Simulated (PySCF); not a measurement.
# Bond lengths and vibrations by method: BClGeH2N anion

These are calculations, not measurements. They come from PySCF 2.14.0, an open-source quantum chemistry program, on an isolated molecule that a program drew, which may never have been made. The molecule is BClGeH2N anion (charge -1, singlet), drawn as the SMILES string `B=[N][GeH-][Cl]`.

The geometry was optimised and harmonic frequencies were computed with HF and MP2, all in the aug-cc-pV(D+d)Z basis, for the commonest isotopes, with a restricted reference for singlets and an unrestricted one otherwise, and a frozen core in MP2. Germanium has the aug-cc-pVDZ-PP basis, with a core potential (ECP10MDF) in place of its 10 inner electrons, and its 3s, 3p and 3d shells are frozen in MP2. Each result is a local minimum of its method.

Geometry at the HF minimum:
```xyz
6
BClGeH2N anion, angstrom
B     0.6510    0.4758   -2.6615
N     0.6388    1.2801   -1.7257
Ge    0.3652    2.4880   -0.2505
Cl    0.5048    4.5673   -1.4996
H     0.6700   -0.2926   -3.5510
H     1.9109    2.5539    0.1598
```

Lengths of the bonds as drawn, in Å (atoms numbered as above):
```
bond,HF,MP2
B1-N2,1.234,1.274
N2-Ge3,1.926,1.967
Ge3-Cl4,2.430,2.393
B1-H5,1.176,1.184
Ge3-H6,1.601,1.611
```

Rotational constants, in GHz:
| constant | HF | MP2 |
|---|---|---|
| A | 5.244 | 5.208 |
| B | 2.273 | 2.257 |
| C | 1.612 | 1.601 |

Harmonic frequencies in cm^-1, each column in rising order, so a row needn't be the same motion in every method:
| rank | HF | MP2 |
|---|---|---|
| 1 | 88 | 85 |
| 2 | 177 | 167 |
| 3 | 212 | 212 |
| 4 | 261 | 277 |
| 5 | 444 | ? |
| 6 | 685 | 649 |
| 7 | 794 | 655 |
| 8 | 805 | 685 |
| 9 | 815 | 734 |
| 10 | 1854 | 1747 |
| 11 | 1969 | 1812 |
| 12 | 2918 | 2831 |

**Estimate the missing MP2 frequency from the HF column.**

A single factor s that minimises the squared misfit of MP2 against s times HF over the other rows is sum(HF x MP2) / sum(HF^2) = 0.9425, with an rms misfit of 48 cm^-1. For rank 5 it gives 0.9425 x 444 = 418 cm^-1. The calculation gives 412 cm^-1, 6 cm^-1 below the estimate. The drawn bonds are on average 1.0 % longer in MP2 than in HF.
